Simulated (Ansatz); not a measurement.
Compare A (`C[SiH2][GeH2][CH3]`) with its isomer B (`C[SiH2][CH2][GeH3]`).

Gas-phase electronic energies from Ansatz, PBE0-D4/def2-TZVP geometries. CBS: MP2 limit from def2 TZ/QZ plus the TZ coupled-cluster correction, frozen cores. DFT in def2-TZVPP. B3LYP here is the variant with VWN-RPA as its local correlation; programs differ in this. For Ge outer-core shells are correlated without core-valence functions, which leaves a few kJ/mol of doubt a bond. Scalar relativity is left out up to krypton. One conformer a species, not always the lowest.

A:

```xyz
14

C     1.885    0.634    0.885
Si    1.067   -0.963    0.331
Ge   -0.787   -0.523   -1.099
C    -2.108    0.626   -0.213
H     2.253    1.199    0.025
H     2.730    0.430    1.545
H     1.176    1.265    1.426
H     0.585   -1.722    1.521
H     2.054   -1.826   -0.378
H    -0.301    0.177   -2.387
H    -1.467   -1.841   -1.528
H    -2.947    0.824   -0.881
H    -1.655    1.578    0.066
H    -2.485    0.142    0.688
```

B:

```xyz
14

C    -0.898   -1.676   -0.590
Si   -0.112   -0.913    0.926
C    -0.062    0.955    0.814
Ge    0.932    1.654   -0.720
H    -0.327   -1.445   -1.492
H    -0.948   -2.763   -0.493
H    -1.916   -1.303   -0.731
H     1.280   -1.423    1.080
H    -0.877   -1.322    2.140
H     0.397    1.358    1.722
H    -1.081    1.351    0.767
H     2.347    1.050   -0.754
H     1.049    3.187   -0.636
H     0.214    1.290   -2.032
```

Question: Which isomer does CCSD(T)/CBS put lower? Give the gap. (An estimate is asked.)

Answer: Ansatz gave: A, by 9.3 kJ/mol.

Question: Give E(B) − E(A) in kJ/mol with B3LYP, PBE-D4, CCSD/def2-TZVPP, B2PLYP, HF/def2-TZVPP, CCSD(T)/def2-TZVPP, PBE0-D4. (Estimate.)

Answer: The calculation gave: B3LYP 16.7, PBE-D4 19.8, CCSD/def2-TZVPP 9.4, B2PLYP 12.3, HF/def2-TZVPP 6.6, CCSD(T)/def2-TZVPP 9.6, PBE0-D4 16.5. None reverses the order clearly.

Largest T1 diagnostic: 0.011.

From PBE to PBE0 (25 % exact exchange), in def2-TZVPP and without D4, E(B) − E(A) moves by −3.7 kJ/mol. The D4 term adds −3.1 kJ/mol with B3LYP and −1.5 kJ/mol with PBE0; it sums over pairs of atoms, weighted by their polarisabilities, and B3LYP, whose exchange is more repulsive, gets the larger term.
